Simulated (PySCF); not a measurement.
# Spin states and ions at one geometry of Cs2Br2

PySCF 2.14.0, RKS PBE0, Cs def2-SVP with ECP46, Br def2-SVP; non-relativistic Hamiltonian with scalar-relativistic core potentials where named; density fitting; no spin-orbit coupling; singlets restricted, open shells unrestricted. The geometry is relaxed for charge 0, singlet, vacuum:

```xyz
4

Cs    0.0000    0.0000    2.3580
Cs    0.0000    0.0000   -2.3580
Br    2.3786    0.0000    0.0000
Br   -2.3786    0.0000    0.0000
```

Energies count from the relaxed state; an electron taken off or put on is at rest in vacuum. Charges and spins are Mulliken's.

```json
{"state": "charge 0, singlet, vacuum", "energy (eV)": "0.00", "spin squared": "0.00", "charge on Cs1 (e)": "0.61", "spin on Cs1 (e)": "0.00", "dipole about the centre of mass (D)": "0.00"}
{"state": "charge 0, triplet, vacuum", "energy (eV)": "4.84", "spin squared": "2.00", "charge on Cs1 (e)": "0.27", "spin on Cs1 (e)": "0.50", "dipole about the centre of mass (D)": "0.00"}
```

Task: What does the state charge +1, doublet, vacuum give?

Result: energy (eV) 7.88, spin squared 0.75, charge on Cs1 (e) 0.78, spin on Cs1 (e) -0.01, dipole about the centre of mass (D) 0.00.

With an electron taken off (doublet) the charges change, summed by element, by Cs +0.33 e, Br +0.67 e. The vertical ionisation energy is 7.88 eV, against −ε(HOMO) = 6.07 eV of the relaxed state. The level lies 1.8 eV too high, as is usual for semilocal functionals and global hybrids, which keep a self-interaction error.

Open shells may have lower solutions than those found.
